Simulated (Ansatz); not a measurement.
Born–Oppenheimer molecular dynamics of Cl₂H₄O₂Sn (9 atoms, charge 0, multiplicity 1). It starts at the highest image of a converged band. Of that band: The profile has 2 maxima (images 3, 5) with wells between them (image 4): this band takes more than one step, which may be the mechanism or a detour left from its start path. Neighbouring images differ by up to 1.4 eV, so the band resolves the path poorly. A vibrational analysis at the climbing image gives one clearly imaginary mode, 1201i cm⁻¹: a first-order saddle point.

Computed with Ansatz, RKS PBE/def2-SVP.

```
ensemble                      : NVE (velocity Verlet)
time step                     : 0.5 fs
steps asked                   : 200
starting velocities drawn for : 100 K
seed                          : 6375
```

First frame:

```xyz
9
Properties=species:S:1:pos:R:3
Sn 0.133 0.156 0.012
O -0.072 0.208 2.147
H -0.929 0.087 2.612
O 1.951 -0.137 -0.757
H 1.931 -1.020 -1.183
Cl -1.395 1.548 -1.134
Cl -0.830 -2.005 -0.263
H 0.921 1.757 0.996
H 0.470 1.303 1.779
```

Task: How far do the bonds stretch over the last three quarters of this one trajectory? (Pairs bonded in most of those frames.)

Result: 
```json
{"bond": "Sn1–O2", "mean (Å)": "2.008", "spread (Å)": "0.070", "shortest": "1.90", "longest": "2.11"}
{"bond": "Sn1–O4", "mean (Å)": "2.000", "spread (Å)": "0.017", "shortest": "1.98", "longest": "2.02"}
{"bond": "Sn1–Cl6", "mean (Å)": "2.340", "spread (Å)": "0.030", "shortest": "2.30", "longest": "2.39"}
{"bond": "Sn1–Cl7", "mean (Å)": "2.372", "spread (Å)": "0.011", "shortest": "2.35", "longest": "2.39"}
{"bond": "O2–H3", "mean (Å)": "0.984", "spread (Å)": "0.005", "shortest": "0.97", "longest": "0.99"}
{"bond": "O4–H5", "mean (Å)": "0.982", "spread (Å)": "0.013", "shortest": "0.96", "longest": "1.00"}
{"bond": "H8–H9", "mean (Å)": "0.771", "spread (Å)": "0.009", "shortest": "0.76", "longest": "0.79"}
```

Mean temperature of the second half: 882 K. The conserved energy stayed within 0.047 meV per atom of its start (net change 0.0052 meV per atom), so the integration is sound. The kinetic energy rose, since the run started high on the potential surface and went downhill. It ends in pieces (Cl2H2O2Sn + H2), so much of that is their flight and rotation, not heat. A run of 0.1 ps of so small a system gives no equilibrium averages. The orbitals stay closed-shell, which can raise the energy where a bond breaks towards radicals; this wasn't checked here.

The run took 3.5 min on 4 threads of Arm Neoverse V2, with other jobs on the host, peak memory 0.17 GiB.
